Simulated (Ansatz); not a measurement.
Stepwise reaction of `N[Si](N)(Cl)Cl` with ammonia, as a gas-phase model of exchange steps in deposition or etching. ΔE in kJ/mol; ΔG adds harmonic PBE0-D4 terms to CCSD(T)/CBS, at 1 bar.

Program: Ansatz. Geometries: PBE0-D4/def2-TZVP. ΔE: electronic, gas phase. CCSD(T)/CBS is the MP2 limit (def2-TZVPP, def2-QZVPP) plus CCSD(T) − MP2 in def2-TZVPP, frozen cores. This one scheme is used for every species. Functionals use def2-TZVPP. B3LYP here is the variant with VWN-RPA as its local correlation; programs differ in this. One conformer a species, not always the lowest.

```json
{"step": "1", "reaction": "`N[Si](N)(Cl)Cl` + NH₃ → `N[Si](N)(N)Cl` + HCl", "PBE-D4": "48.0", "B3LYP-D4": "43.3", "ωB97M-V": "44.4", "CCSD(T)/CBS": "44.9", "ΔG(500 K)": "24.8"}
{"step": "2", "reaction": "`N[Si](N)(N)Cl` + NH₃ → `N[Si](N)(N)N` + HCl", "PBE-D4": "57.8", "B3LYP-D4": "53.8", "ωB97M-V": "54.0", "CCSD(T)/CBS": "51.1", "ΔG(500 K)": "58.0"}
```

(1) By hand: ΔE of the 2 steps together at CCSD(T)/CBS.

Answers

(1) (44.9) + (51.1) = 96.0 kJ/mol, or 48.0 kJ/mol a step.

In ΔE each step is higher than the one before. All are uphill at CCSD(T)/CBS. ΔG lies between 24.8 and 58.0 kJ/mol a step. PBE-D4 differs from CCSD(T)/CBS by 3.1 to 6.7 kJ/mol a step. Isolated molecules leave out the surface, adducts and barriers. Largest T1 diagnostic: 0.009.
